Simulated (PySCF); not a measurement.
Estimate the missing entries of this data sheet.

Species: C3H5ClF2O.
InChI=1S/C3H5ClF2O/c4-3(6)1-7-2-5/h3H,1-2H2/t3-/m0/s1

Conformer (atom-mapped SMILES and torsion angles): `[F:1][CH2:2][O:3][CH2:4][C@H:5]([F:6])[Cl:7]`: F1–C2–O3–C4 -68°, C2–O3–C4–C5 -75°, O3–C4–C5–F6 81°.

```tsv
property	level	value
point group of the GFN2-xTB geometry	GFN2-xTB	C1
rotational constants A, B, C of the GFN2-xTB geometry	GFN2-xTB	3.725, 1.284, 1.160 GHz
dipole moment	PBE0/def2-SVPD	1.51 D
HOMO energy	PBE0/def2-SVPD	?
LUMO energy	PBE0/def2-SVPD	0.14 eV
lowest singlet excitation	TDDFT PBE0/def2-SVPD	7.35 eV (169 nm, f = 0.002)
strongest line among the 6 lowest singlet transitions	TDDFT PBE0/def2-SVPD	S5 at 8.43 eV (147 nm, f = 0.035)
lowest triplet excitation (Tamm–Dancoff)	TDA PBE0/def2-SVPD	?
static isotropic polarisability	PBE0/def2-SVPD	?
electronic spatial extent ⟨r²⟩ about the centre of nuclear charge	PBE0/def2-SVPD	?
13C chemical shifts (computed TMS as zero) by class	GIAO PBE0/pcSseg-1	114.8 (1 C), 106.2 (1 C), 71.0 (1 C) ppm
1H chemical shifts (computed TMS as zero) by class	GIAO PBE0/pcSseg-1	?
isotropic shieldings of nuclei other than C and H, by class	GIAO PBE0/pcSseg-1	?
```

The electronic properties come from PySCF, for the isolated species, density fitting.

(1) The electronic spatial extent ⟨r²⟩ about the centre of nuclear charge?

(2) Give the HOMO energy.

(3) The static isotropic polarisability?

(4) The 1H chemical shifts (computed TMS as zero) by class?

(5) The isotropic shieldings of nuclei other than C and H, by class?

(6) What is the lowest triplet excitation (Tamm–Dancoff)?

## Answers

(1) 985 bohr².

(2) -8.76 eV.

(3) 57.8 au.

(4) 6.47 (1 H), 5.90 (1 H), 5.70 (1 H), 4.71 (1 H), 3.69 (1 H) ppm.

(5) 251 (1 O), 313 (1 F), 361 (1 F), 735 (1 Cl) ppm.

(6) 6.67 eV.

The principal polarisabilities are 51.3, 57.9 and 64.2 au; their mean is the isotropic value. A dipole of 1.51 D is allowed in C1, and pure rotational transitions are dipole-allowed. With B = h/(8π²I), that is 505.379 GHz u Å² over I, the principal moments of inertia are 135.7, 393.6 and 435.7 u Å² (most abundant isotopes); the inertial defect Ic − Ia − Ib is -93.6 u Å² (zero for a rigid planar frame, negative otherwise).

One conformer stands for the species.
